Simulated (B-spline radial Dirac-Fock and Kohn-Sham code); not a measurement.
What relativity does to the binding energies of Cs²⁺

System: the Cs²⁺ ion, [Kr] 4d10 5s2 5p5.

Both columns are ΔSCF binding energies of the configuration average from a radial finite-basis atomic code: non-relativistic Hartree-Fock with a point nucleus, and Dirac-Fock with a finite nucleus and the Coulomb interaction alone, averaged over the two j levels with weights 2j+1.

```
shell  Hartree-Fock (eV)  Dirac-Fock (eV)  shift (eV)  shift (%)
   1s            34586.9          36138.4    +1551.47      +4.49
   2s             5374.3           5760.0     +385.70      +7.18
   2p             5049.1           5164.1     +115.08      +2.28
   3s             1163.6           1247.3      +83.66      +7.19
   3p             1024.3           1050.5      +26.24      +2.56
   3d              767.8            756.4      -11.33      -1.48
   4s              248.1            265.4      +17.27      +6.96
   4d              104.1            100.8       -3.23      -3.11
   5s              47.42            49.84       +2.43      +5.12
   5p              32.99            33.20       +0.21      +0.64
```

Relativity binds 1s, 2s, 2p, 3s, 3p, 4s, 5s, 5p more strongly, among those listed most of all 3s in relative terms, and 3d, 4d more weakly, because the contracted s and p shells screen the nucleus better.

Values without a named source are computed, but for edge energies of neutral atoms, which are taken from tables.
